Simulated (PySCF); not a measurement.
Isomers C9H6ClN:

A. `N#Cc1ccc(/C=C/Cl)cc1`
B. `c1cc(Cl)cc2c1cncc2`
C. `C=Cc1ccc(C#N)c(Cl)c1`

Spectrum 1. ¹³C{¹H} NMR (computed): δ 157.6 (CH), 151.3 (CH), 147.8 (C), 141.1 (C), 135.0 (CH), 133.9 (CH), 132.3 (CH), 129.9 (C), 124.5 (CH).

Spectrum 2. ¹³C{¹H} NMR (computed): δ 142.7 (C), 140.5 (CH), 139.8 (CH), 136.9 (CH), 131.3 (CH), 124.3 (C), 116.6 (C).

Spectrum 3. ¹³C{¹H} NMR (computed): δ 151.6 (C), 146.2 (C), 142.6 (CH), 141.2 (CH), 136.7 (CH), 125.5 (CH), 125.1 (CH2), 121.5 (C), 117.0 (C).

PySCF 2.14.0 with density-fitted response routines calculation with structure optimised with GFN2-xTB and PBE0/pcSseg-1 with gauge-including orbitals; averaged over atoms made equivalent by symmetry, fast rotation or ring inversion, in vacuum, non-relativistic, one computed conformer.

δ = σ(ref) − σ, references computed at the same level: ¹³C (σ = 186.93 ppm) against TMS. Shifts are as computed. Against solution values, carbons near 30 ppm lie about +3 ppm off and those near 130 ppm about +5 ppm; carbons on Cl a further +6 ppm. Of 1211 compounds with measured shifts, 218 miss one by over three times the rms of a fit or turn the order of signals round; such compounds aren't used in these exercises. Carbons bonded to Cl come out too deshielded.

Task: Which spectrum belongs to which compound?

Result: 1–B, 2–A, 3–C.

- Spectrum 1 (B): 9 ¹³C signals; δC 157.6 is an aromatic CH next to a ring nitrogen; δC 151.3 is an aromatic CH next to a ring nitrogen.
- Spectrum 2 (A): 7 ¹³C signals; δC 139.8 is an alkene CH; δC 136.9 is an alkene CH.
- Spectrum 3 (C): 9 ¹³C signals; δC 142.6 is an alkene CH; δC 136.7 is an aromatic CH.
